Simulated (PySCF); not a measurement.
Predicted microwave data (PySCF 2.14.0, PBE0-D3(BJ)/def2-SVP geometry optimisation, gas phase) for one isomer of C5H6OS:

| Item | Value |
| --- | --- |
| Rotational constants | A = 5694, B = 1570, C = 1241 MHz |
| Dipole components | \|μa\| = 0.89 D, \|μb\| = 0.66 D, \|μc\| = 0.00 D |
| Inertial defect | -3.25 u·Å² |
| κ | -0.85 |

**Question.** Which structure is it? (One computed conformer of each.)
A. `[OH:1][CH2:2][c:3]1[cH:4][cH:5][cH:6][s:7]1` with H–O1–C2–C3 52°, O1–C2–C3–C4 77°
B. `[CH3:1][O:2][c:3]1[cH:4][cH:5][s:6][cH:7]1` with C1–O2–C3–C4 180° (3-methoxythiophene)
C. `[CH3:1][S:2][c:3]1[cH:4][cH:5][o:6][cH:7]1` with C1–S2–C3–C4 180°
D. `[CH3:1][O:2][c:3]1[cH:4][cH:5][cH:6][s:7]1` with C1–O2–C3–C4 179°

**Answer.** B. It is COc1ccsc1, an asymmetric top, point group Cs. The candidates at the same level (rigid rotor, commonest isotopes):

```csv
SMILES,A (MHz),B (MHz),C (MHz),μa (D),μb (D),μc (D),Δ (u·Å²),point group,rotor
COc1cccs1,4867,1925,1392,0.83,0.77,0.00,-3.26,Cs,asymmetric top
OCc1cccs1,4518,1705,1351,1.33,0.31,0.05,-34.14,C1,asymmetric top
COc1ccsc1,5694,1570,1241,0.89,0.66,0.00,-3.25,Cs,asymmetric top
CSc1ccoc1,5871,1504,1206,0.37,0.81,0.00,-3.27,Cs,asymmetric top
```

`OCc1cccs1` has A 21 % too low; `CSc1ccoc1` has B 4 % too low; `COc1cccs1` has B 23 % too high. In the right answer the mirror of this Cs structure is the ab plane, so μc vanishes by symmetry. No structure here is proved a minimum.
